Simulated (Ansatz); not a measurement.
`[OH][Cd][O][SiH3]`. The species carries charge 0 and has multiplicity 1. Cd: def2 effective core potential.

| atom | x (Å) | y (Å) | z (Å) |
| --- | --- | --- | --- |
| O1 | 0.7362 | 2.8548 | 1.8115 |
| Cd2 | 0.0084 | 1.2644 | 0.9428 |
| O3 | -0.8944 | -0.2343 | 0.0774 |
| Si4 | -0.4560 | -1.3586 | -1.0091 |
| H5 | 1.5553 | 2.6744 | 2.2786 |
| H6 | -0.0578 | -0.7523 | -2.3151 |
| H7 | 0.7076 | -2.1691 | -0.5368 |
| H8 | -1.5994 | -2.2795 | -1.2494 |

(1) List the harmonic frequencies (cm⁻¹, unscaled) at PBE0-D4/def2-TZVP in Ansatz. (Best estimate.)

(2) Is this a minimum?

(3) Give the ideal-gas thermochemistry at 298.15 K and 1 bar (rigid rotor, harmonic oscillator; point group C1, symmetry number 1).

(4) Rotational constants (cm⁻¹)?

Results:

(1) Computed: 38, 42, 77, 142, 153, 440, 616, 723, 730, 823, 951, 960, 995, 1006, 2172, 2182, 2216, 3888.

(2) Yes, all 18 modes are real.

(3) Zero-point energy 108.6 kJ/mol; H(298) − E = 130.7 kJ/mol; entropy 376.9 J/(mol·K), of which translation 173.4, rotation 110.2, vibration 93.3; G(298) − E = 18.3 kJ/mol. Modes under 100 cm⁻¹ are hindered rotations or soft bends, so the harmonic entropy is rough.

(4) 1.064, 0.04077, 0.0399.
